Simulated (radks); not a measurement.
Results of a calculation; reference values are marked as such.
Pt, 78 electrons, occupied as [Xe] 4f11 5d10 6s1 6p2 (not the ground configuration). Code: a radial shooting solver on a logarithmic mesh with Libxc functionals. Model: Dirac Kohn-Sham, PBE, spin-unpolarised, spherical densities, finite nucleus; open shells fill j = l - 1/2 first; Fermi nuclear charge, rms radius 5.427 fm.

Normalised radial functions P(r) = r R(r) (large component), r in bohr:

r	4f7/2	5p3/2	5d5/2
0.001648	0.0000	0.0037	0.0000
0.002269	0.0000	0.0066	0.0001
0.0031	0.0000	0.0116	0.0001
0.00427	0.0000	0.0205	0.0003
0.005833	0.0000	0.0350	0.0008
0.008033	0.0001	0.0592	0.0019
0.01097	0.0002	0.0955	0.0045
0.01511	0.0005	0.1485	0.0104
0.02065	0.0017	0.2132	0.0226
0.02843	0.0052	0.2780	0.0478
0.03884	0.0149	0.3044	0.0925
0.05349	0.0414	0.2372	0.1648
0.07308	0.1038	0.0375	0.2525
0.1006	0.2413	-0.2565	0.3160
0.1375	0.4863	-0.4282	0.2703
0.1893	0.8561	-0.2242	0.0424
0.2587	1.2419	0.3039	-0.2883
0.3562	1.4679	0.6281	-0.4690
0.4866	1.3619	0.2205	-0.2401
0.6702	0.9640	-0.6513	0.3267
0.9156	0.5136	-1.1360	0.8133
1.261	0.1887	-0.9243	0.9223
1.723	0.0469	-0.4459	0.6967
2.372	0.0066	-0.1244	0.3784
3.241	0.0005	-0.0197	0.1527
4.463	0.0000	-0.0014	0.0410
6.097	0.0000	0.0000	0.0070
8.396	0.0000	0.0000	0.0006
11.47	0.0000	0.0000	0.0000

4f7/2: eigenvalue -111.73 eV, 0 radial nodes, <r> = 0.490 bohr, 90 % of the charge inside 0.777 bohr. 5p3/2: eigenvalue -68.646 eV, 3 radial nodes at r = 0.0763, 0.218, 0.530 bohr, <r> = 1.07 bohr, 90 % of the charge inside 1.55 bohr. 5d5/2: eigenvalue -15.954 eV, 2 radial nodes at r = 0.197, 0.564 bohr, <r> = 1.43 bohr, 90 % of the charge inside 2.19 bohr.
